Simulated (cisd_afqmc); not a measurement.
Input (X2C-AFQMC/CISD/cc-pwCVTZ-DK; cisd_afqmc is a phaseless AFQMC code with CISD trial states that reads the integrals written by Ansatz): The .json basis holds the Basis Set Exchange's core-valence set for the 3d metal and cc-pVXZ-DK of the same size for its partners.

Ansatz 0.2 input:
```python
import cisd_afqmc

open("ham.yaml", "w").write("""\
crystal:
  periodic: [false, false, false]
  atoms:
    - {symbol: Zn, position_ang: [0.00000000, 0.00000000, 0.00000000]}
basis:
  gaussian:
    orbitals: cc-pwCVTZ-DK.json
magnetization: {spin_polarized: false}
correlation: {method: ccsd, frozen_orbitals: {Zn: 5}, hamiltonian_folder: ham}
scf: {lower_state_search: full}
""")
rep = cisd_afqmc.ansatz("ham.yaml")
e_ccsd = rep["correlation"]["coupled_cluster"]["energy"]["hartree"]
out = cisd_afqmc.run("ham", e_ccsd, trial="CISD", walkers=100, populations=8, threads=8, dt=0.005, steps=40, early=36, settle=10, least=32,
    cut=5e-5, rank_cut=2e-4, target=0.0003, seconds=3000, seed=4, memory=17280, gpu=False)
```

Output:

```
orbitals 97, occupied [10], factors 547 of 633, rank of the doubles 490 of 870
E(HF) = -1794.275975
E(CCSD) on the cut factors = -1795.184583, shift to the whole factors 0.000001
Energy of the trial state on the determinant = -1795.184535
  tau behind 10.8 of longer steps, mean of the populations' last blocks
   2.0  -1795.20688
   4.0  -1795.20758
   6.0  -1795.20392
   8.0  -1795.20470
  10.0  -1795.20832
  12.0  -1795.20633
  14.0  -1795.20572
  16.0  -1795.20369
  18.0  -1795.20648
  20.0  -1795.20380
  22.0  -1795.20714
  24.0  -1795.20557
  26.0  -1795.20554
  28.0  -1795.20314
  30.0  -1795.20516
  32.0  -1795.20663
  34.0  -1795.20729
  36.0  -1795.20754
  38.0  -1795.20791
  40.0  -1795.20677
  42.0  -1795.20436
  44.0  -1795.20516
  46.0  -1795.20594
  48.0  -1795.20608
  50.0  -1795.20650
  52.0  -1795.20845
  54.0  -1795.20389
  56.0  -1795.20919
  58.0  -1795.20703
  60.0  -1795.20514
  62.0  -1795.20394
blocks 2429 (0 outliers left out), error by blocks joined: 1: 0.00026, 2: 0.00027, 4: 0.00029, 8: 0.00030, 16: 0.00030
E(AFQMC/CISD) = -1795.20599 +/- 0.00030
```
